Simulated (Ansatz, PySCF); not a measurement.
AlF2H3O2Si, SMILES [OH][Al]([OH])[SiH](F)F. Atoms are numbered in the order given.

```xyz
9

Si    -1.2367    -0.2965     0.0263
F     -1.8291     0.5906     1.2569
F     -1.8332     0.3477    -1.3458
Al     1.1721    -0.1182     0.0114
O      2.0453    -1.5747     0.0463
O      1.8471     1.4355    -0.0305
H     -1.8329    -1.6532     0.1529
H      2.9857    -1.7585     0.0459
H      2.7447     1.7686    -0.0410
```

Geometry optimised at ωB97X-D3(BJ)/def2-SVP. The structure was generated by enumeration; whether it is a known compound was not checked. The values are those of a single conformer.

Vertical ionisation energy (IE) and electron affinity (EA) in eV. Rows of orbital energies are one-electron estimates. Where ΔSCF, EOM or ADC give a negative EA the extra electron is unbound and the value depends on the basis.

| level | IE | EA |
|---|---|---|
| −ε(HOMO), −ε(LUMO), HF/def2-TZVP (PySCF) | 11.33 | -1.60 |
| −ε(HOMO), −ε(LUMO), PBE/def2-TZVP (PySCF) | [?] | [?] |
| ΔSCF, PBE0/def2-SVPD (Ansatz), final states of multiplicity 2 and 2 | 10.72 | -0.26 |
| ΔSCF, PBE/def2-SVPD (Ansatz), final states of multiplicity 2 and 2 | 10.24 | -0.14 |

Complete the blanks. (Estimate from the structure and the level; the computed values follow.)


- −ε(HOMO), −ε(LUMO), PBE/def2-TZVP (PySCF), IE: 7.06
- −ε(HOMO), −ε(LUMO), PBE/def2-TZVP (PySCF), EA: 2.09

What vertical singlet–triplet gap does ΔSCF give with PBE0/def2-SVPD (Ansatz, a quantum-chemistry and plane-wave program) and with PBE/def2-SVPD (Ansatz)? (Estimate from the structure and the level; the computed values follow.)

4.79 and 4.58 eV (triplet above singlet where positive).
